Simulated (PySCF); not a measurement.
Compound: C4H14AsB.
Z-matrix (Å and degrees, PBE0-D3(BJ)/def2-SVP geometry), rows numbered from 1:
```
B 
As  1  2.0363
C   2  1.9596  1  117.05
C   3  1.5214  2  111.94  1   175.56
C   3  1.5309  2  108.83  1   -57.12
C   5  1.5222  3  113.73  2   170.52
H   1  1.2225  2  102.43  3   -57.89
H   1  1.2195  2  104.83  3  -178.05
H   1  1.2215  2  103.56  3    61.52
H   2  1.5138  1  117.98  3  -121.58
H   2  1.5122  1  117.11  3   120.84
H   3  1.1049  2  102.98  1    57.86
H   4  1.1010  3  110.86  2  -174.81
H   4  1.1021  3  111.22  2    65.66
H   4  1.1003  3  111.94  2   -55.15
H   5  1.1051  3  109.08  2   -66.72
H   5  1.1022  3  108.92  2    48.52
H   6  1.1000  5  110.68  3  -176.42
H   6  1.1005  5  112.30  3    63.70
H   6  1.1017  5  111.09  3   -57.05
```

Computed, not measured: TDDFT PBE0/def2-SVPD, vertical, gas phase, core orbitals frozen in the response in PySCF 2.14.0, density-fitted response routines. Relativistic effects, spin–orbit coupling among them, are left out although an element past zinc is present.

Frontier orbitals with the atoms that hold most of them (Löwdin shares over 4%, at most four atoms; ? is withheld):

| orbital | ε (eV) | atoms |
| --- | --- | --- |
| HOMO-3 | -9.53 | As2 20%, C3 17%, C6 11%, C5 10% |
| HOMO-2 | -8.30 | B1 39%, H7 30%, As2 15%, H8 6% |
| HOMO-1 | -8.28 | B1 39%, H9 31%, As2 12%, H8 6% |
| HOMO | ? | ? |
| LUMO | 0.04 | ? |
| LUMO+1 | 0.65 | C6 14%, As2 14%, H10 12%, H11 9% |
| LUMO+2 | 0.74 | As2 35%, H10 19%, H11 12%, C3 5% |

(1) Which atoms hold the LUMO, and with what shares?

(2) Which atoms hold the HOMO, and with what shares?

(3) What is the HOMO energy, and the HOMO–LUMO gap?

Results:

(1) As2 (bonded to B, C and 2 H) 26%; H11 (bonded to As) 14%; H10 (bonded to As) 13%; C4 (bonded to C and 3 H) 9%. By element: hydrogen 27% or more, arsenic 26%, carbon 9% or more.

(2) B1 (bonded to As and 3 H) 29%; H8 (bonded to B) 21%; As2 (bonded to B, C and 2 H) 20%; C3 (bonded to As, 2 C and H) 11%.

(3) ε(HOMO) = -8.09 eV; the gap is 8.13 eV (0.2987 hartree).

Q: The HOMO–LUMO gap is 8.13 eV. Where does the response calculation put the lowest singlet, and from which orbitals?

A: S1 is at 7.00 eV (f = 0.012), 1.12 eV below the gap, made of HOMO→LUMO (93%). Without the coupling terms of the response equations the lowest excitation would equal the gap.

Next come S2 at 7.24 eV (f 0.0011), HOMO-1→LUMO (56%), HOMO-2→LUMO (40%); S3 at 7.26 eV (f 0.024), HOMO-2→LUMO (49%), HOMO-1→LUMO (34%); S4 at 7.52 eV (f 0.0037), HOMO→LUMO+2 (85%), HOMO→LUMO+3 (9%); S5 at 7.74 eV (f 0.031), HOMO→LUMO+1 (52%), HOMO-1→LUMO+1 (10%), HOMO→LUMO+3 (10%).

One conformer stands for the species.
